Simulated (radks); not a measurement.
Task: Coulomb parameter of the 5d shell of the rhenium ion Re+ in the model configuration [Xe] 4f14 5d4 6s1 6p1, as a second difference U = [E(n + 1) + E(n - 1) - 2 E(n)] / (1)^2 with all orbitals relaxed. "Bare": the charge of the atom changes with n. "Screened": the 6p shell takes up the change at fixed total charge, which measures U(5d,5d) + U(6p,6p) - 2 U(5d,6p). All-electron calculation, Dirac Kohn-Sham, PBE, spin-unpolarised, spherical densities, finite nucleus; open shells are shared between the two j in proportion to 2j + 1; Fermi nuclear charge, rms radius 5.3698 fm. Program: a radial shooting solver on a logarithmic mesh with Libxc functionals. Estimate both.

Result: U(bare) = 10.156 eV, U(screened by 6p) = 1.955 eV, against the Slater integral F0(5d,5d) = 13.781 eV with frozen orbitals.
